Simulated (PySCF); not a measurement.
Input of a run (PBE0-D3(BJ)/def2-SVP geometry optimisation, gas phase (PySCF 2.14.0)), started from UFF:
```
{"job": {"xc": "PBE0", "basis": "def2-SVP", "d3": "d3bj", "grid": 1, "shake": 0.03, "kind": "geom"}, "charge": -1, "multiplicity": 1}
C      2.109570     0.050910     0.016460
C      0.828430     0.039080    -0.004850
Ga    -1.159330    -0.075390    -0.028060
H      3.204280     0.200130    -0.004630
H     -1.676270     0.389930     1.394700
H     -1.551530    -1.578750    -0.280870
H     -1.663290     0.872070    -1.161290
```

Output (energies in Eh, forces in Eh/bohr):
```
step   0  E = -2002.76429145  max force = 0.095616
step   1  E = -2002.77106716  max force = 0.021275
step   2  E = -2002.77141559  max force = 0.003508
step   3  E = -2002.77150958  max force = 0.002439
step   4  E = -2002.77156955  max force = 0.000527
step   5  E = -2002.77157418  max force = 0.000366
optimisation converged
```

Summarise the run.

The energy falls by 0.198 eV over 6 energy and gradient evaluations, the largest force component goes from 0.0956 to 3.7e-04 Eh/bohr, and the atoms move by 0.045 Å rms after alignment. Among the bonds, C1≡C2 and Ga3–H7 change most and about equally (-0.055 to +0.054 Å). Bonds longer at the end by more than 0.005 Å: 4 of 6; shorter: 2. Among the angles that change most is C2–C1–H4, from 172.5° to 179.9°. The energy never rose by more than 1e-6 Eh on the way. The first step brought 93 % of the lowering.

What are the final bond lengths?

C1≡C2 1.226 Å, C2–Ga3 2.009 Å, C1–H4 1.075 Å, Ga3–H5 1.614 Å, Ga3–H6 1.614 Å, Ga3–H7 1.615 Å. Numbering counts from 1 in the input's order; the species is `[GaH3-][C]#C`.

The run used 80 basis functions and 39 SCF cycles in all.

Not checked by PBE0-D3(BJ)/def2-SVP frequencies. The geometry's basis has no diffuse functions, a weakness for an anion.
